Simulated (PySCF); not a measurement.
A structure optimised at r2SCAN-D4/def2-SVP, used in a PySCF frequency run:

```
Ga
O 1 1.7645
H 2 0.9661 1 112.87
O 1 1.7648 2 118.25 3 180.00
H 4 0.9661 1 112.93 2 180.00
N 1 1.8158 2 120.74 3 0.00
C 6 1.2029 2 153.02 3 0.00
O 7 1.1748 5 144.27 4 180.00
```
Charge 0, spin multiplicity 1.

Write its SMILES, formula and point group.

O=C=[N][Ga]([OH])[OH], CH2GaNO3, Cs

What are its rotational constants (standard atomic weights)?

6.0154, 1.2765, 1.0530 GHz
